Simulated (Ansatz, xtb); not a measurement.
Two conformers of C2H9GeO2+

We compare X, `C[CH2][Ge@H]([OH])[OH2+]`, a singlet, with Y, `C[CH2][Ge@H]([OH])[OH2+]`, a singlet. Both are isolated ions in the gas phase, relaxed with PBE0-D3(BJ)/def2-SVP.

X (Å):

```yaml
atoms:
  - { symbol: C, position_ang: [1.7603, -0.5079, 1.0955] }
  - { symbol: C, position_ang: [0.2788, -0.7098, 1.4176] }
  - { symbol: Ge, position_ang: [-0.7347, 0.9173, 1.2608] }
  - { symbol: O, position_ang: [-0.6956, 2.0903, 2.5477] }
  - { symbol: O, position_ang: [-2.6200, 0.3480, 1.7446] }
  - { symbol: H, position_ang: [2.2896, -1.4670, 1.1875] }
  - { symbol: H, position_ang: [1.9184, -0.1468, 0.0684] }
  - { symbol: H, position_ang: [2.2450, 0.1993, 1.7848] }
  - { symbol: H, position_ang: [-0.1867, -1.4383, 0.7328] }
  - { symbol: H, position_ang: [0.1247, -1.0880, 2.4414] }
  - { symbol: H, position_ang: [-1.0340, 1.6375, -0.0483] }
  - { symbol: H, position_ang: [-0.1638, 1.8917, 3.3295] }
  - { symbol: H, position_ang: [-3.0281, 0.9400, 2.4012] }
  - { symbol: H, position_ang: [-3.2972, 0.0707, 1.1062] }
```

Y (Å):

```xyz
14

C    -0.1592   -0.1786   -0.1664
C     0.7101   -1.3032    0.3849
Ge    1.9310   -0.7609    1.7566
O     2.4211   -2.0828    2.7728
O     0.6468    0.0682    3.1055
H    -0.8037    0.2608    0.6088
H    -0.8179   -0.5723   -0.9534
H     0.4379    0.6276   -0.6184
H     0.1189   -2.1267    0.8184
H     1.3395   -1.7575   -0.4002
H     2.9066    0.4148    1.6755
H     3.2481   -2.0055    3.2664
H     0.6721    0.9927    3.3989
H     0.3767   -0.4952    3.8503
```

Task: Estimate which is lower in electronic energy at CCSD(T)/def2-SVP + ΔMP2/def2-TZVPP, and by roughly how much.

Result: Too close to call at this level: CCSD(T)/def2-SVP + ΔMP2/def2-TZVPP gives E(Y) − E(X) = −1.09 kJ/mol.

The same difference at several levels:

| level | geometry | E(Y) − E(X) (kJ/mol) | departure from the last row (kJ/mol) | job, with rough time for the two |
| --- | --- | --- | --- | --- |
| PBE0-D3(BJ)/def2-SVP | PBE0-D3(BJ)/def2-SVP | −2.23 | −1.14 | optimisation, 4.5 min |
| HF/def2-SVP | PBE0-D3(BJ)/def2-SVP | −2.28 | −1.19 | part of the CCSD(T) run |
| MP2/def2-SVP | PBE0-D3(BJ)/def2-SVP | −2.02 | −0.93 | part of the CCSD(T) run |
| CCSD(T)/def2-SVP | PBE0-D3(BJ)/def2-SVP | −1.90 | −0.81 | single point |
| CCSD(T)/def2-SVP + ΔMP2/def2-TZVPP | PBE0-D3(BJ)/def2-SVP | −1.09 |  | single point, 3 min |

The largest departure from CCSD(T)/def2-SVP + ΔMP2/def2-TZVPP is that of HF/def2-SVP, 1.19 kJ/mol. Levels run at GFN2-xTB geometries aren't shown. The last row adds to CCSD(T) the change of the MP2 difference between the two basis sets, here +0.81 kJ/mol.

With harmonic frequencies from PBE0-D3(BJ)/def2-SVP (ideal gas, rigid rotor, one conformer each, 400 K, 1 atm): on the last row, ΔE + ΔZPE = −2.05 kJ/mol. A mode under 50 cm⁻¹ makes harmonic enthalpies and free energies unreliable, so none is given.

The correlated steps freeze 13 core orbitals; the filled d shell of Ge is correlated, in a basis made for valence electrons. Codes used: Ansatz 0.2.0; the last row on 2 threads of Intel(R) Xeon(R) Processor @ 2.50GHz (Skylake/Cascade Lake) on a shared host.
